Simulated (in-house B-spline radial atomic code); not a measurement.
Radial electron density of Br IV (Br3+), [Ar] 3d10 4s2 4p2. All numbers are computed (scalar-relativistic (X2C) TPSSh, spin-polarised, spherical fractional occupations, exact exchange averaged over the configuration; Fermi nucleus of rms radius 4.1629 fm) with an all-electron radial atomic-structure program (B-spline basis), not measured.

One-electron X2C: radii and densities carry no picture-change correction, so inner-shell <1/r> comes out high (for 1s by about 2 % at Z = 33, 5 % at 54, 10 % at 75, 30 % at 118) and <r> low.

Columns: r (bohr), 4πr²n(r) (electrons per bohr), bar.

```
 0.00153    1.216 #
 0.00187    1.712 #
 0.00228    2.389 ##
 0.00277    3.296 ###
 0.00338     4.55 ####
 0.00412    6.216 #####
 0.00502      8.4 #######
 0.00611    11.19 ##########
 0.00745    14.72 #############
 0.00908    18.98 ################
  0.0111    23.98 #####################
  0.0135    29.29 #########################
  0.0164    34.55 ##############################
    0.02    39.25 ##################################
  0.0244    42.49 #####################################
  0.0297    43.54 #####################################
  0.0362    42.23 ####################################
  0.0441    39.24 ##################################
  0.0537    36.25 ###############################
  0.0654    35.51 ###############################
  0.0797    38.54 #################################
  0.0971    44.63 ######################################
   0.118    50.27 ###########################################
   0.144    51.14 ############################################
   0.176    45.02 #######################################
   0.214    35.45 ###############################
   0.261    28.66 #########################
   0.318     28.9 #########################
   0.387    33.29 #############################
   0.472    34.88 ##############################
   0.575    29.66 ##########################
     0.7     20.2 #################
   0.853    11.51 ##########
    1.04    6.445 ######
    1.27     4.43 ####
    1.54    3.472 ###
    1.88    2.354 ##
    2.29    1.197 #
    2.79   0.4209 
     3.4  0.09887 
    4.14  0.01451 
    5.05 0.001159 
    6.15 4.75e-05
```

On this grid the curve has 3 maxima, near 0.0297, 0.144, 0.472 bohr.

The 4s down radial function P(r) = rR(r), positive near the nucleus:

```json
{"r (bohr)": "0.000571", "P": "0.01447"}
{"r (bohr)": "0.000848", "P": "0.0205"}
{"r (bohr)": "0.00126", "P": "0.02893"}
{"r (bohr)": "0.00187", "P": "0.04055"}
{"r (bohr)": "0.00277", "P": "0.05619"}
{"r (bohr)": "0.00412", "P": "0.07697"}
{"r (bohr)": "0.00611", "P": "0.1028"}
{"r (bohr)": "0.00908", "P": "0.1323"}
{"r (bohr)": "0.0135", "P": "0.1604"}
{"r (bohr)": "0.02", "P": "0.1746"}
{"r (bohr)": "0.0297", "P": "0.1546"}
{"r (bohr)": "0.0441", "P": "0.07451"}
{"r (bohr)": "0.0654", "P": "-0.07415"}
{"r (bohr)": "0.0971", "P": "-0.2401"}
{"r (bohr)": "0.144", "P": "-0.2779"}
{"r (bohr)": "0.214", "P": "-0.04235"}
{"r (bohr)": "0.318", "P": "0.3495"}
{"r (bohr)": "0.472", "P": "0.4265"}
{"r (bohr)": "0.7", "P": "-0.08518"}
{"r (bohr)": "1.04", "P": "-0.7499"}
{"r (bohr)": "1.54", "P": "-0.8888"}
{"r (bohr)": "2.29", "P": "-0.4847"}
{"r (bohr)": "3.4", "P": "-0.1145"}
{"r (bohr)": "5.05", "P": "-0.008638"}
```
